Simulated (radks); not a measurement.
Valence configurations of the vanadium ion V3+ (all share [Ar]). Method: scalar-relativistic Kohn-Sham, r2SCAN, spin-polarised, spherical densities, finite nucleus; open shells are filled with parallel spins first; meta-GGA in the generalised Kohn-Sham scheme; Fermi nuclear charge, rms radius 3.6002 fm; computed with a radial shooting solver on a logarithmic mesh with Libxc functionals. Energies are relative to 3d2; eigenvalues in eV for spin up.

valence,E (eV),moment (Bohr magnetons),e(3d),e(4p),e(4s)
3d2,0.000,2,-37.729,-,-
3d1 4p1,18.132,2,-45.020,-25.085,-
4s1 4p1,33.205,2,-,-27.681,-34.732
3d1.5 4s0.5,5.552,2,-40.912,-,-29.379
3d1 4s1,11.623,2,-44.088,-,-31.257
4p2,40.195,2,-,-28.088,-
4s2,28.260,0,-,-,-32.992
3d0.5 4s1 4p0.5,21.876,2,-47.766,-26.223,-33.065
3d1.5 4p0.5,8.640,2,-41.380,-23.311,-

NIST lists [Ar] 3d2 as the ground configuration; this level of theory agrees among the configurations tried. The energies are those of spherical high-spin densities, not of single terms.
